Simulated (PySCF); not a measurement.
Computed IR spectrum (relative IR intensity) of a molecule C2H7GaO. Coordinates come from a PBE-D3(BJ)/def2-SVP optimisation. Other conformers were not sampled. All values below come from PBE-D3(BJ)/def2-SVP (PySCF 2.14.0). Frequencies are harmonic and unscaled.

Lines under 2 % of the strongest are left out, and lines within 2 cm⁻¹ are merged.

ν (cm⁻¹): 121 (vw), 245 (w), 421 (m), 549 (m), 571 (s), 612 (w), 695 (m), 740 (m), 1103 (vs), 1159 (m), 1168 (vw), 1420 (m), 1890 (vs), 2890 (s), 2964 (m), 2979 (m) (against the strongest line: vs over 80 %, s over 45 %, m over 15 %, w over 4 %, vw less)

Question: Identify the compound among the candidates.
A) [CH3][Ga]([CH3])[OH]
B) C[O][GaH][CH3]
C) CC[O][GaH2]

Answer: B, C[O][GaH][CH3]
